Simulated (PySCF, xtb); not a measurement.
C3H6BFO2, SMILES C=C(OC)B(O)F. Other conformers were not sampled.

Harmonic wavenumbers (cm⁻¹) from GFN2-xTB run with xtb at its own minimum, in rising order: 44, 114, 138, 240, 321, 337, 338, 404, 521, 613, 635, 710, 725, 850, 929, 939, 1052, 1119, 1155, 1164, 1269, 1333, 1383, 1404, 1466, 1485, 1642, 2928, 2943, 3028, 3123, 3168, 3593.

**Question.** What does ωB97X-D3(BJ)/def2-SVP run with PySCF give at its own minimum? (An estimate is asked for; the answer gives what the named calculation found.)

**Answer.** 51, 122, 167, 272, 343, 360, 386, 431, 555, 564, 723, 756, 763, 900, 954, 1000, 1125, 1183, 1223, 1264, 1405, 1437, 1474, 1475, 1491, 1495, 1725, 3030, 3110, 3185, 3198, 3298, 3903. Paired by order, the mean absolute difference is 71 cm⁻¹ and the zero-point energies are 58.8 and 62.0 kcal/mol.
